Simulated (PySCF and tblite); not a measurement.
The numbers below are computed, except where a source is named.
Molecule: C₄H₁₀BO₃ (charge -1), numbered as in [CH3:1][O:2][B@@H-:3]1[O:4][CH2:5][C@@H:6]([CH3:7])[O:8]1.

The ring 3–4–5–6–8 is held at Altona–Sundaralingam phase angles P (ν_j = ν_max cos(P + 144°(j − 2)), ν_j about the bond from ring atom j to j + 1, counted from 0) and the rest relaxed at GFN2-xTB. Energies: PBE0/pcSseg-1 + D3(BJ). Programs: tblite and PySCF.

The ion is treated without a counter-ion.

GFN2-xTB profile:

(phase angle P °, kcal/mol): (0, 0.04), (18, 0.21), (36, 0.45), (54, 0.63), (72, 0.76), (90, 0.77), (108, 0.75), (126, 0.64), (144, 0.50), (162, 0.33), (180, 0.23), (198, 0.20), (216, 0.24), (234, 0.24), (252, 0.24), (270, 0.24), (288, 0.20), (306, 0.15), (324, 0.09), (342, 0.00)

Problem. Give the DFT energy along the phase angle P.

Solution. 
| phase angle P ° | E kcal/mol | amplitude ° |
| --- | --- | --- |
| 0 | 0.39 | 23 |
| 36 | 0.77 | 20 |
| 72 | 1.11 | 19 |
| 108 | 0.86 | 19 |
| 144 | 0.17 | 22 |
| 180 | 0.00 | 22 |
| 216 | 0.61 | 20 |
| 252 | 1.10 | 14 |
| 288 | 1.16 | 14 |
| 324 | 0.92 | 19 |

Problem. How free is the pseudorotation?

Solution. The sampled points span 1.16 kcal/mol, from P = 180° to P = 288°; RT at 298 K is 0.59 kcal/mol, so it is hindered but fast.
